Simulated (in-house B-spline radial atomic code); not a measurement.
A calculation on In4+ (an excited or competing configuration): its settings, and results tabulated from the run. Level of theory: scalar-relativistic (X2C) LDA exchange-only, spin-polarised, spherical fractional occupations, Fermi nucleus of rms radius 4.6156 fm; calculated with a radial B-spline atomic code at the basis-set limit.

In the input, 3d5,1 would mean five up and one down electron.

Command:
```bash
python run_scf.py task.json out
```
Settings (nuclear radius in fm, mass in u):
```
Z                49
configuration    1s2 2s2 2p6 3s2 3p6 3d10 4s2 4p6 4d4,4 5d1,0
hamiltonian      x2c
method           lda,
spin_polarised   True
nucleus          fermi
rms_radius       4.6156
atomic_mass      114.90388
speed_of_light   137.035999084
```

Output (hartree, bohr):
```
 radial grid: 70 intervals, B-splines of order 8, outer radius 30.8511 bohr

 iter        energy (Eh)    residual
    1       -5849.785612    7.12e-01
    2       -5857.781611    5.47e-01
    3       -5864.707449    1.07e-01
    4       -5865.011025    2.20e-02
    5       -5865.022836    1.22e-02
    6       -5865.025773    4.15e-03
    7       -5865.026226    4.94e-04
    8       -5865.026233    1.02e-05
    9       -5865.026233    8.99e-07
   10       -5865.026233    4.37e-08

 total energy                     -5865.02623
 kinetic                            6164.9805
 electron-nucleus                 -14152.5188
 Hartree                            2271.3189
 exchange-correlation               -148.8070

 orbital      occ     eigenvalue          <r>       <r^2>       <1/r>       r_max
 1s up      1.000     -1018.9135    0.0291745  0.00116187     54.0622     0.01856
 1s down    1.000     -1018.9135    0.0291745  0.00116187     54.0622     0.01856
 2s up      1.000      -154.4372     0.128165   0.0194285      12.239      0.1087
 2s down    1.000      -154.4360     0.128165   0.0194284     12.2391      0.1087
 2p up      3.000      -139.0116     0.111953   0.0153182     11.4259     0.08665
 2p down    3.000      -139.0106     0.111953   0.0153181     11.4259     0.08665
 3s up      1.000       -31.0187     0.348989     0.13942     4.26884      0.3161
 3s down    1.000       -31.0178     0.348984    0.139416     4.26887      0.3161
 3p up      3.000       -25.9554     0.347288    0.140106     3.99822      0.3091
 3p down    3.000       -25.9545     0.347282      0.1401     3.99826      0.3091
 3d up      5.000       -18.0309     0.324487    0.125157     3.75383      0.2579
 3d down    5.000       -18.0297     0.324482    0.125151     3.75386      0.2579
 4s up      1.000        -6.4480     0.839474    0.797117     1.67418      0.7669
 4s down    1.000        -6.4451     0.839418    0.796935     1.67418       0.767
 4p up      3.000        -4.9101      0.90488    0.934083     1.51076      0.8105
 4p down    3.000        -4.9071     0.904542    0.933117     1.51105      0.8105
 4d up      4.000        -2.6504      1.08504     1.37753     1.22192       0.909
 4d down    4.000        -2.6447      1.08039     1.36285      1.2255      0.9086
 5d up      1.000        -0.9489      3.01868     10.2146     0.42996       2.788
```

Time taken, with all properties: 0.13 s on 1 thread of Arm Neoverse V2 (shared host).

One-electron X2C: radii and densities carry no picture-change correction, so inner-shell <1/r> comes out high (for 1s by about 2 % at Z = 33, 5 % at 54, 10 % at 75, 30 % at 118) and <r> low.
